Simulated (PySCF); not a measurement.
Dipole moment and polarisability across levels of theory

C2H10AlN.
Geometry (PBE0-D3(BJ)/def2-SVP, Å), atoms numbered from 1 in this order:
```xyz
14
C2H10AlN angstrom
C      1.642    0.733   -0.171
C      1.045   -0.656   -0.402
Al    -0.618   -1.049    0.614
N     -1.840    0.502   -0.028
H      0.961    1.543   -0.493
H      2.587    0.901   -0.719
H      1.856    0.912    0.896
H      0.873   -0.822   -1.483
H      1.791   -1.423   -0.122
H     -0.609   -0.702    2.188
H     -1.515   -2.298    0.134
H     -2.749    0.474    0.437
H     -1.420    1.410    0.176
H     -2.010    0.460   -1.034
```

PySCF, dipoles from the SCF density, polarisabilities from static response with core orbitals frozen. Isolated species at its PBE0-D3(BJ)/def2-SVP geometry (one conformer only).

The anisotropy is √(½[(α1 − α2)² + (α2 − α3)² + (α3 − α1)²]).

```json
{"level": "LDA/def2-SVPD", "μ (D)": "4.947", "α (Å³)": "10.98", "anisotropy (Å³)": "1.88"}
{"level": "PBE/def2-SVPD", "μ (D)": "4.931", "α (Å³)": "10.70", "anisotropy (Å³)": "1.81"}
{"level": "B3LYP/def2-SVPD", "μ (D)": "4.981", "α (Å³)": "10.29", "anisotropy (Å³)": "1.62"}
{"level": "PBE0/def2-SVPD", "μ (D)": "4.995", "α (Å³)": "10.21", "anisotropy (Å³)": "1.62"}
{"level": "BHandHLYP/def2-SVPD", "μ (D)": "5.037", "α (Å³)": "9.82", "anisotropy (Å³)": "1.45"}
{"level": "CAM-B3LYP/def2-SVPD", "μ (D)": "5.021", "α (Å³)": "10.10", "anisotropy (Å³)": "1.50"}
{"level": "wB97X-D/def2-SVPD", "μ (D)": "5.025", "α (Å³)": "10.15", "anisotropy (Å³)": "1.51"}
{"level": "LC-wPBE/def2-SVPD", "μ (D)": "5.077", "α (Å³)": "9.83", "anisotropy (Å³)": "1.40"}
{"level": "HF/def2-SVPD", "μ (D)": "5.141", "α (Å³)": "9.35", "anisotropy (Å³)": "1.24"}
{"level": "PBE0/6-31G*", "μ (D)": "5.271", "α (Å³)": "8.07", "anisotropy (Å³)": "1.62"}
{"level": "PBE0/6-31+G*", "μ (D)": "5.141", "α (Å³)": "9.31", "anisotropy (Å³)": "1.53"}
{"level": "PBE0/def2-SVP", "μ (D)": "5.267", "α (Å³)": "8.52", "anisotropy (Å³)": "1.72"}
{"level": "PBE0/aug-cc-pVDZ", "μ (D)": "4.940", "α (Å³)": "10.48", "anisotropy (Å³)": "1.67"}
{"level": "PBE0/def2-TZVP", "μ (D)": "5.039", "α (Å³)": "9.65", "anisotropy (Å³)": "1.63"}
{"level": "PBE0/def2-TZVPD", "μ (D)": "4.954", "α (Å³)": "10.39", "anisotropy (Å³)": "1.64"}
```

The dipole runs from 4.93 D (PBE/def2-SVPD) to 5.27 D (PBE0/6-31G*). No reference polarisability is at hand; against PBE0 in the largest diffuse basis at hand (def2-TZVPD) the other PBE0 rows deviate by 6-31G* -22%, 6-31+G* -10%, def2-SVP -18%, def2-SVPD -2%, aug-cc-pVDZ +1%, def2-TZVP -7%. In one basis (def2-SVPD) the functionals order the polarisability from HF (lowest) to LDA (highest), a spread of 17%. With PBE0 the polarisability is 8.75 Å³ without diffuse functions (mean of 6-31G*, def2-SVP and def2-TZVP) and 10.10 Å³ with them (mean of 6-31+G*, def2-SVPD, aug-cc-pVDZ and def2-TZVPD).

Without π bonds the low states are Rydberg-like; a valence basis with one diffuse set may place them up to an eV too high.
